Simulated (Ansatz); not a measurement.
Input for Ansatz (a first-principles code): U-CCSD(T)/def2-TZVPPD on KF, a point of a bond scan (R = 1.761 Å). Files ending in .json are basis or fitting sets from the Basis Set Exchange.

Ansatz 0.2 input:
```yaml
crystal:
  periodic: [false, false, false]
  atoms:
    - {symbol: K, position_ang: [-0.00000000, -0.00000000, -0.70772998]}
    - {symbol: F, position_ang: [0.00000000, 0.00000000, 1.05373130]}
basis:
  gaussian:
    orbitals: def2-TZVPPD.json
correlation: {method: ccsd_t, electrons: outside_noble_gas}
scf: {omitted_lower_state_checks: [cluster_reference]}
magnetization: {spin_polarized: true, initial_magnetization: 0}
```

The log:

```
WARN ansatz: RAYON_NUM_THREADS=1 ignored (pool sized by the plan → 1); use --threads N
Functional definition: HF
these checks for a lower state are left out or cut short: cluster_reference
integrals: 0.08 GiB planned
596 factors; integrals over basis functions are off by at most 1.0e-3 eV
mean field: 0.16 GiB planned
mean field evaluation 1: about -19007.1036 eV, gradient 3.1e1 eV
mean field evaluation 2: about -19007.1129 eV, gradient 3.1e1 eV
mean field evaluation 4: about -19010.1351 eV, gradient 7.8e-1 eV
mean field evaluation 8: about -19010.1391 eV, gradient 4.0e-4 eV
mean field -19010.13909162 eV, -698.6097260819 hartree, gradient 2.3e-6 eV, S^2 0.000000; 0 other end points of the search recorded, 0 dependent functions left out
10 core orbitals not correlated, not the lowest: weight in the atoms' cores, before any rotation towards them, 0.822 or more for the frozen orbitals, at most 0.144 for the correlated occupied ones
reference -19010.13909162 eV, -698.6097260819 hartree; 4, 4 occupied and 62, 62 virtual orbitals, 596 factors
second order -7.45385104 eV of doubles, -0.00000000 eV of singles
coupled cluster: 0.22 GiB planned
cycle   1  -7.19846609 eV  change    2.6e-1 eV  update   6.6e-2
cycle   2  -7.33909247 eV  change   -1.4e-1 eV  update   2.4e-2
cycle   3  -7.37230798 eV  change   -3.3e-2 eV  update   9.2e-3
cycle   4  -7.37351985 eV  change   -1.2e-3 eV  update   3.1e-3
cycle   5  -7.37086202 eV  change    2.7e-3 eV  update   1.2e-3
cycle   6  -7.37041904 eV  change    4.4e-4 eV  update   4.4e-4
cycle   7  -7.37053058 eV  change   -1.1e-4 eV  update   1.7e-4
cycle   8  -7.37056480 eV  change   -3.4e-5 eV  update   6.5e-5
cycle   9  -7.37055736 eV  change    7.4e-6 eV  update   2.9e-5
cycle  10  -7.37056228 eV  change   -4.9e-6 eV  update   1.2e-5
cycle  11  -7.37056244 eV  change   -1.6e-7 eV  update   5.6e-6
perturbative correction -0.20390413 eV, -0.0074933386 hartree
Total energy: -19017.71355819 eV, -698.8880825943 hartree
Checks for a lower state left out: cluster_reference
```

Self-consistency was reached.

Cost: around 1.4 core-seconds (rough).
